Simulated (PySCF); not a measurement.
Coordinates in bohr (charge 0 multiplicity 5):
```
Os    0.0000    0.0000    0.0000
F     0.0000    0.0000    3.5462
F     0.0000    0.0000   -3.5462
```

These are results of UPBE0 in PySCF with Os def2-TZVP with ECP60, F def2-TZVP; scalar-relativistic core potentials, no spin–orbit coupling; density-fitted integrals, not measurements.

This geometry of OsF₂ is a stationary point at this level.

**Question.** What is the point group?

**Answer.** D∞h.

**Question.** Is it a minimum?

**Answer.** Yes: all harmonic wavenumbers are real.

**Question.** List the harmonic modes with their infrared intensities.

**Answer.** 
```tsv
symmetry	ω (cm⁻¹)	IR (km/mol, summed over degenerate members)	type
πu	154	18.8	bend
σu+	663	248	stretch
σg+	669	0.0	stretch
```

In D∞h the vibrations span πu + σu+ + σg+. The σg+ mode carries no infrared intensity, as symmetry demands. With a centre of inversion only u modes can be infrared active and only g modes Raman active.

This need not be the most stable arrangement of these atoms. With open d or f shells other occupations or spin states may lie lower. With an element this heavy the missing spin–orbit coupling can shift these numbers.
